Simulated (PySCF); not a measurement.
# Ionisation energy of Ne²⁺ by level of theory

Ne²⁺ [He] 2s2 2p4 (3P) → Ne³⁺ [He] 2s2 2p3 (4S), as a difference of total energies. Computed with PySCF 2.14 in aug-cc-pVTZ (5s4p3d2f, 46 functions), with no relativity, point nucleus. Correlated levels: valence: 1s2 frozen. The calculations carry no spin-orbit coupling.

| method | ionisation energy (eV) |
| --- | --- |
| UHF | 61.836 |
| LDA | 63.611 |
| PBE | 63.874 |
| r2SCAN | 63.614 |
| M06-2X | 63.403 |
| B97-3 | 63.767 |
| HSE06 | 63.785 |
| MP2 (valence) | 63.025 |
| SCS-MP2 (valence) | 63.129 |

Q: Estimate what PBEsol gives.

A: 63.497 eV, closest to M06-2X among the rows shown.

Q: Estimate what PBE0 gives.

A: 63.730 eV, closest to B97-3 among the rows shown.

A first-order spin-orbit estimate (lowest level to lowest level, LS coupling) adds 0.037 eV.

Errors of the correlated levels include the incompleteness of this basis and the frozen core.

For comparison: 63.423 eV (measured; NIST Atomic Spectra Database, ionization energies).
